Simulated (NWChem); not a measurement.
System: C2HBrClF; SMILES Cl/C=C(\F)Br

Program: NWChem. Coordinates come from a PBE-D3(BJ)/def2-SVP optimisation. Hybrids' shares of exact exchange are those that their runs print; pure functionals count as 0. The functionals differ in more than this share.

```
row             share of exact exchange  highest occupied level (eV)
--------------  -----------------------  ---------------------------
PBE/def2-SVP                       0.00                        -5.94
N12/def2-SVP                       0.00                        -5.84
TPSSh/def2-SVP                     0.10                        -6.58
B3LYP/def2-SVP                     0.20                        -6.92
B97-2/def2-SVP                     0.21                        -7.02
PBE0/def2-SVP                      0.25                     withheld
```

Problem. Fit a straight line of the last column on the one before it, predict the withheld value, and compare with the run.

Solution. 
1. Means of the 5 shown rows: x = 0.102, y = -6.460. Slope Σ(x − x̄)(y − ȳ)/Σ(x − x̄)² = -0.2216/0.04208 = -5.266; intercept -5.923.
2. The shown rows scatter about the line by 0.074 (root mean square); the largest residual is -0.13, at TPSSh/def2-SVP.
3. At x = 0.25 (PBE0/def2-SVP; beyond the shown range) the line gives -7.24.
4. The run gives -7.24, 0.00 from the line, 0.0 times the scatter.
